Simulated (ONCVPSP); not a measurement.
Reading a pseudo-wave (Cu)

Columns: radius, all-electron u(r) and pseudo u(r) of the 3d shell (level -5.32 eV) of copper in the configuration [Ne] 3s2 3p6 3d10 4s1; LDA (Perdew-Wang 92), scalar-relativistic, ONCV scheme, ONCVPSP 4.0.1.

```csv
r (bohr),all-electron,pseudo
0.060,0.0314,0.0064
0.120,0.1523,0.0482
0.180,0.3253,0.1471
0.240,0.5048,0.3033
0.300,0.6625,0.4972
0.360,0.7869,0.6959
0.420,0.8757,0.8656
0.480,0.9321,0.9829
0.540,0.9617,1.0409
0.600,0.9703,1.0481
0.660,0.9632,1.0209
0.720,0.9450,0.9776
0.780,0.9193,0.9316
0.840,0.8887,0.8906
0.900,0.8552,0.8552
0.960,0.8203,0.8202
1.020,0.7849,0.7848
1.080,0.7497,0.7496
1.140,0.7152,0.7151
1.200,0.6817,0.6817
1.260,0.6495,0.6494
1.320,0.6186,0.6185
1.380,0.5890,0.5890
1.440,0.5609,0.5608
1.500,0.5341,0.5341
1.560,0.5088,0.5087
```

Question: How many radial nodes do the two functions have?

Answer: The all-electron 3d function has n − l − 1 = 0; the pseudo-wave has 0.

Question: At about which radius was the pseudo-wave matched?

Answer: 0.90 bohr, where the columns begin to agree (steps of 0.06 bohr).

Question: Is the pseudo-wave norm-conserving?

Answer: Yes: the ONCV scheme keeps the norm inside the radius equal to the all-electron one, which fixes the energy derivative of the logarithmic derivative at the level.
